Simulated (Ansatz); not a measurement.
Si50H54, a nanocrystal cut from hexagonal silicon. Total charge 0; triplet. Geometry PBE-D4/def2-SVP, that of the neutral singlet.

Cartesian coordinates in Å:
```
Si -2.890 -3.738 -2.810
Si -1.822 -4.777 -0.988
Si 0.991 -4.521 -3.668
Si 0.445 -5.232 -1.495
Si -4.231 -2.971 1.383
Si -1.954 -3.340 0.867
Si -0.912 -4.348 2.718
Si 1.825 -4.085 0.026
Si 1.356 -4.802 2.216
Si -1.083 -2.884 4.553
Si 2.797 -3.667 3.688
Si -2.731 -0.698 -5.171
Si -1.731 -1.760 -3.331
Si 0.536 -2.218 -3.828
Si -4.179 0.050 -0.966
Si -4.662 -0.670 1.223
Si -1.902 -0.330 -1.476
Si -0.837 -1.334 0.360
Si 1.908 -1.042 -2.329
Si 1.433 -1.773 -0.146
Si 4.187 -1.308 -2.893
Si 5.525 -2.081 -1.116
Si -3.269 0.479 2.734
Si -0.995 0.098 2.214
Si 0.080 -0.904 4.045
Si 2.815 -0.614 1.362
Si 2.344 -1.363 3.537
Si 5.109 -0.873 0.863
Si -0.023 0.582 5.860
Si -1.733 1.373 -5.685
Si 0.531 1.261 -6.359
Si -4.194 3.110 -3.297
Si -4.659 2.348 -1.123
Si -1.908 2.745 -3.783
Si -0.828 1.693 -1.976
Si 1.926 2.069 -4.639
Si 1.436 1.252 -2.488
Si -3.279 3.497 0.400
Si -3.746 2.779 2.593
Si -1.003 3.107 -0.114
Si 0.079 2.122 1.718
Si 2.813 2.404 -0.969
Si 2.346 1.682 1.219
Si -2.379 3.968 4.089
Si -0.109 3.595 3.542
Si 0.989 2.659 5.400
Si 3.723 2.915 2.674
Si 3.312 2.574 4.971
Si 0.090 5.124 -0.615
Si 2.367 4.711 -1.128
H -2.918 -4.657 -4.008
H -4.313 -3.394 -2.443
H -2.515 -6.075 -0.640
H 0.196 -5.281 -4.701
H 2.459 -4.755 -3.928
H 0.689 -6.717 -1.357
H -5.096 -3.745 0.419
H -4.518 -3.474 2.777
H -1.618 -5.651 3.015
H 3.273 -4.366 -0.298
H 1.588 -6.293 2.306
H -2.532 -2.553 4.811
H -0.512 -3.519 5.798
H 2.603 -4.144 5.106
H 4.231 -3.917 3.291
H -2.674 -1.609 -6.373
H -4.184 -0.441 -4.848
H 0.835 -1.752 -5.234
H -5.040 -0.715 -1.945
H -6.105 -0.349 1.540
H 4.310 -2.249 -4.067
H 4.717 0.036 -3.328
H 5.274 -3.548 -0.885
H 6.978 -1.912 -1.492
H -3.545 -0.009 4.138
H 3.228 -0.621 4.511
H 5.805 -1.545 2.022
H 5.709 0.503 0.707
H -1.475 0.839 6.189
H 0.624 -0.051 7.068
H -2.535 1.992 -6.808
H 0.932 -0.122 -6.800
H 0.694 2.186 -7.541
H -5.042 2.369 -4.302
H -4.507 4.581 -3.411
H -6.107 2.578 -0.759
H -1.228 4.071 -4.036
H 3.377 1.811 -4.963
H 1.725 3.565 -4.597
H -3.547 4.981 0.293
H -5.210 3.002 2.892
H 4.261 2.117 -1.292
H -2.633 3.511 5.505
H -2.683 5.444 4.011
H 0.540 4.906 3.163
H 0.756 3.547 6.602
H 5.172 2.655 2.347
H 3.448 4.376 2.405
H 3.943 1.300 5.469
H 3.949 3.723 5.716
H -0.588 5.786 -1.788
H -0.009 6.056 0.567
H 2.669 5.197 -2.523
H 3.248 5.471 -0.169
```

Single mean-field runs in def2-SVP are fitted with def2-universal-jkfit. At PBE-D4/def2-SVP the gap within one spin of the charge 0 triplet nearly closes, so an electron or hole may be smeared out by delocalisation error. At PBE0-D4/def2-SVP a singlet of charge 0 lies 3.64 eV below the triplet at the same geometry.

(1) Estimate the α-spin orbital energies around the gap (eV) in Ansatz with PBE-D4/def2-SVP, PBE0-D4/def2-SVP.

Answers

(1) 
```csv
orbital,PBE-D4/def2-SVP,PBE0-D4/def2-SVP
HOMO−5,-6.18,-7.13
HOMO−4,-6.00,-6.93
HOMO−3,-5.96,-6.89
HOMO−2,-5.70,-6.62
HOMO−1,-5.70,-6.61
HOMO,-2.70,-2.88
LUMO,-2.64,-2.05
LUMO+1,-2.56,-1.98
LUMO+2,-2.45,-1.87
LUMO+3,-2.38,-1.78
LUMO+4,-2.35,-1.77
LUMO+5,-2.28,-1.68
β HOMO,-5.66,-6.55
β LUMO,-5.60,-5.68
```
